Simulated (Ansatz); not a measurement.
`F[SiH2]N([SiH3])[SiH3]`, charge 0, multiplicity 1.

(1) Give a relaxed structure at PBE0-D4/def2-TZVP (the Gaussian-basis code of Ansatz). (Best estimate.)

Results:

(1) The calculation gave: 
Z-matrix (Å, degrees):
```
Si
N 1 1.713
F 1 1.599 2 111.2
H 1 1.482 2 108.1 3 117.5
H 1 1.479 2 111.1 3 -118.1
Si 2 1.743 1 121.3 3 75.7
Si 2 1.744 1 119.9 3 -101.8
H 6 1.486 2 110.4 1 126.0
H 6 1.485 2 111.2 1 -113.8
H 6 1.485 2 107.6 1 6.2
H 7 1.487 2 107.3 1 166.0
H 7 1.486 2 111.5 1 -74.8
H 7 1.485 2 110.6 1 46.2
```
This is one stationary point; other conformers may exist.
